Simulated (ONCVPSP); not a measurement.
# Before and after: ONCV potential for Yb

ONCVPSP 4.0.1 input, shortened (lines: element, Z, core and valence counts, functional; n l f; lmax; l rc ep ncon nbas qcut; lloc lpopt rc5 dvloc0; l nproj debl; icmod fcfact rcfact), PBE, scalar-relativistic:

```
  Yb 70.00   10    4        4      upf
    1    0    2.00
    2    0    2.00
    2    1    6.00
    3    0    2.00
    3    1    6.00
    3    2   10.00
    4    0    2.00
    4    1    6.00
    4    2   10.00
    4    3   13.00
    5    0    2.00
    5    1    6.00
    5    2    1.00
    6    0    2.00
    2
    0    1.95    0.00    5   10    7.50
    1    2.15    0.00    3    6    5.10
    2    2.80    0.00    4    8    6.10
    4    1    1.45    0.00
    0    2    1.80
    1    2    1.30
    2    2    1.30
    3    3.00    1.65
```

All-electron outer shells of the reference configuration (PBE, scalar-relativistic, ld1.x):

```
shell  level (eV)  outermost node (bohr)  outermost maximum (bohr)
   5s      -59.34                   0.58                      1.07
   5p      -31.02                   0.62                      1.22
   4f       -9.61                      –                      0.48
   6s       -4.57                   1.44                      3.12
   5d       -1.86                   0.70                      1.85
```

Change: s: qcut 5.2; p: qcut 3.5; d: qcut 4.2.

Cutoffs: the cutoffs (Ha) at which the residual kinetic energy of the hardest occupied pseudo-wave falls to 1 and 0.1 mHa per electron; they do not see the model core or the augmentation charge, which bear on the density cutoff. Errors are all-electron minus pseudo energies relative to the spin-unpolarised reference configuration.

Question: What does the change do?

Answer: The potential gets harder (19 Ha and 22 Ha → 20 Ha and 44 Ha); of the 3 tests that both files solve, the error grows in 3 and shrinks in 0 by more than 15 % and 0.3 meV (median size 10.3 → 15.2 meV); neither file shows a bound ghost.

| quantity | base | changed |
| --- | --- | --- |
| cutoff, loose | 19 Ha | 20 Ha |
| cutoff, tight | 22 Ha | 44 Ha |
| loose cutoff by channel | s 19 Ha, p 9.0 Ha, d 9.8 Ha | s 12 Ha, p 20 Ha, d 7.4 Ha |
| bound ghosts | none | none |
| GHOST(+) flags under 300 eV | none | s at 169.9 eV |
| tests counted as reliable (solved cleanly; for ONCVPSP, near-neutral configurations with less than one 5d electron left out) | 3 of 4 | 3 of 4 |
| error for 5s2 5p6 5d1 6s1, meV [ΔE 7.26 eV] | -2.3 | -3.4 |
| error for 5s2 5p6 5d1 6s0, meV [ΔE 20.36 eV] | -11 | -21 |
| error for 5s2 5p6 5d1 6s0 6p2, meV [ΔE 6.85 eV] | -10 | -15 |
| s: phases at 1.98 bohr within 0.05 rad from the reference energy up to (Ha; the scan ends near 5) | to the end of the scan | to the end of the scan |
| p: phases at 2.18 bohr within 0.05 rad from the reference energy up to (Ha; the scan ends near 5) | to the end of the scan | 4.2 |
| d: phases at 2.83 bohr within 0.05 rad from the reference energy up to (Ha; the scan ends near 5) | 4.4 | 4.1 |
| rms error of d²Exc/dni dnj with the model core, mHa | 0.80 | 1.03 |
